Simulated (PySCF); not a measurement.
methyl(silyl)silane (CH8Si2), SMILES C[SiH2][SiH3].

Geometry: B3LYP-D3(BJ)/def2-SVP.

All values below come from TDDFT-LC-ωPBE/def2-SVPD run with PySCF.

Vertical excitations.  State labels are in the subgroup Cs.

Computed excitation energies, oscillator strengths and character:
```
state  symmetry  energy (eV)  λ (nm)      f                                                                    main pairs
-----  --------  -----------  ------  -----  ----------------------------------------------------------------------------
S1           A'         7.45     166  0.038                             HOMO→LUMO 59 %, HOMO→LUMO+2 16 %, HOMO→LUMO+5 9 %
S2           A"         7.67     162  0.032                                                              HOMO→LUMO+3 91 %
S3           A'         8.15     152  0.001          HOMO→LUMO+1 38 %, HOMO→LUMO+2 24 %, HOMO→LUMO 21 %, HOMO→LUMO+4 10 %
S4           A'         8.48     146  0.553                          HOMO→LUMO+2 41 %, HOMO→LUMO+1 27 %, HOMO→LUMO+4 10 %
S5           A'         8.57     145  0.080                                            HOMO→LUMO+4 68 %, HOMO→LUMO+1 20 %
S6           A"         8.80     141  0.016                                                              HOMO−2→LUMO 59 %
S7           A"         8.88     140  0.009                                                              HOMO→LUMO+6 88 %
S8           A'         8.92     139  0.241                                                              HOMO−1→LUMO 76 %
S9           A"         9.12     136  0.024                                        HOMO−1→LUMO+3 46 %, HOMO−3→LUMO+3 14 %
S10          A"         9.23     134  0.007  HOMO−2→LUMO+4 18 %, HOMO−1→LUMO+3 17 %, HOMO−4→LUMO 16 %, HOMO−1→LUMO+6 10 %
T1           A'         6.44     193      0                            HOMO→LUMO 49 %, HOMO→LUMO+5 15 %, HOMO→LUMO+2 15 %
T2           A"         6.54     190      0                                                              HOMO→LUMO+3 91 %
T3           A'         7.25     171      0          HOMO→LUMO+2 40 %, HOMO→LUMO+1 19 %, HOMO→LUMO+5 8 %, HOMO→LUMO+8 7 %
T4           A'         7.73     160      0                            HOMO→LUMO+1 45 %, HOMO→LUMO 19 %, HOMO→LUMO+2 14 %
```
Triplets are in the Tamm–Dancoff approximation, which puts them higher than full response would, so one can lie above its singlet here.
